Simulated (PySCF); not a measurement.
C5H10O2.
Bonds: C1–O2, O2–C3, C3–O4 (double), C3–C5, C5–C6, C5–C7. Hydrogens: H8, H9, H10 on C1; H11 on C5; H12, H13, H14 on C6; H15, H16, H17 on C7.

The same species was optimised twice, with GFN2-xTB and with PBE0-D3(BJ)/def2-SVP (PySCF), and the same property calculations (PySCF, gas phase) were run on both structures.

```
     coordinate  GFN2-xTB  PBE0-D3(BJ)/def2-SVP  change
      C1–O2 (Å)     1.421                 1.416  -0.005
      C5–C6 (Å)     1.525                 1.519  -0.006
      C3–C5 (Å)     1.517                 1.514  -0.003
      C5–C7 (Å)     1.533                 1.530  -0.003
      C3=O4 (Å)     1.202                 1.203  +0.001
      O2–C3 (Å)     1.340                 1.340   0.000
   C3–C5–C7 (°)     107.5                 110.0    +2.5
   C6–C5–C7 (°)     111.4                 112.7    +1.3
   O2–C3–O4 (°)     123.4                 122.8    -0.6
   O2–C3–C5 (°)     110.8                 111.3    +0.5
   C3–C5–C6 (°)     110.2                 110.7    +0.5
   C1–O2–C3 (°)     116.3                 115.9    -0.4
   O4–C3–C5 (°)     125.8                 125.9    +0.1
C1–O2–C3–O4 (°)        -1                    -1       0
O2–C3–C5–C6 (°)       152                   171     +19
```

Rotational constants: A = 4798, B = 1761, C = 1521 MHz (GFN2-xTB) against A = 4711, B = 1850, C = 1467 MHz (PBE0-D3(BJ)/def2-SVP). Point groups within 0.08 Å: C1 and C1.

On the GFN2-xTB structure: HOMO (eV) -7.87 [PBE0/pcSseg-1]; LUMO (eV) 0.45 [PBE0/pcSseg-1]; dipole (D) 1.79 [PBE0/pcSseg-1]; GIAO shielding of C1 (ppm) 133.3 [PBE0/pcSseg-1]; GIAO shielding of O2 (ppm) 147.5 [PBE0/pcSseg-1]; GIAO shielding of C3 (ppm) 2.3 [PBE0/pcSseg-1]; GIAO shielding of O4 (ppm) -86.7 [PBE0/pcSseg-1]; GIAO shielding of C5 (ppm) 148.9 [PBE0/pcSseg-1]; GIAO shielding of C6/C7 (mean) (ppm) 165.5 [PBE0/pcSseg-1].

What do these properties become on the PBE0-D3(BJ)/def2-SVP structure?

| property | level | on GFN2-xTB | on PBE0-D3(BJ)/def2-SVP | change |
| --- | --- | --- | --- | --- |
| HOMO (eV) | PBE0/pcSseg-1 | -7.87 | -7.86 | +0.01 |
| LUMO (eV) | PBE0/pcSseg-1 | 0.45 | 0.38 | -0.07 |
| dipole (D) | PBE0/pcSseg-1 | 1.79 | 1.82 | +0.03 |
| energy, GFN2-xTB geometry as zero (kcal/mol) | PBE0/pcSseg-1 | 0.0 | -0.3 | -0.3 |
| GIAO shielding of C1 (ppm) | PBE0/pcSseg-1 | 133.3 | 132.5 | -0.8 |
| GIAO shielding of O2 (ppm) | PBE0/pcSseg-1 | 147.5 | 150.2 | +2.7 |
| GIAO shielding of C3 (ppm) | PBE0/pcSseg-1 | 2.3 | 2.9 | +0.6 |
| GIAO shielding of O4 (ppm) | PBE0/pcSseg-1 | -86.7 | -103.1 | -16.4 |
| GIAO shielding of C5 (ppm) | PBE0/pcSseg-1 | 148.9 | 149.2 | +0.3 |
| GIAO shielding of C6/C7 (mean) (ppm) | PBE0/pcSseg-1 | 165.5 | 164.2 | -1.3 |

The heavy atoms differ by 0.185 Å rms after alignment. Among bonds between heavy atoms C1–O2 and C5–C6 change most and about equally (-0.006 to -0.005 Å). Changes are differences of the printed values. Neither structure is proved a minimum here.

Shape of the structure used: `[CH3:1][O:2][C:3](=[O:4])[CH:5]([CH3:6])[CH3:7]`: C1–O2–C3–O4 -1°, O2–C3–C5–C6 171°.
